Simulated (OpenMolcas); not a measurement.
Hf2+ (d2) among equal point charges was computed by CASSCF with the d shell active (OpenMolcas, ANO-RCC-VDZP on the metal). Its lowest spin-free states, and all those of the highest spin:

```csv
2S+1,Degeneracy,E (cm-1)
3,1,0.0
3,3,2485
3,3,4366
1,2,8024
3,3,10778
1,3,10855
1,1,12775
1,3,13199
1,2,13859
1,3,15675
1,1,31058
```

Task: Is the site octahedral, tetrahedral or cube-like, axial, or of lower symmetry?

Result: The states with 2S+1 = 3 have orbital degeneracies 1, 3, 3, 3. Threefold states need a cubic site. For d2 at this spin an octahedron puts the threefold T1 below the threefold T2 and a tetrahedron or cube puts the single A2 below the threefold T2, so the site is a tetrahedron or a cube, which this pattern cannot tell apart. The first gap at this spin, 2490 cm-1, is |10Dq| in ligand-field theory. The run had Hf2+ among 4 point charges of -1 e arranged as a tetrahedron (Td), 2.46 Å from the ion.

Spin-orbit coupling mixes the spin-free states strongly: the lowest level takes only 60 % from its leading state, 3A2. Without dynamic correlation the repulsion within the d shell is too large (B by tens of per cent), so at a given field states of lower spin stand too high. The ground term spreads over less than 5000 cm-1, several times less than with real ligands, so orbital moments are less quenched and χT lies further from the spin-only value than at real sites. Point charges carry no covalency, so the field is a model and not that of real ligands. No measured value stands beside these numbers.
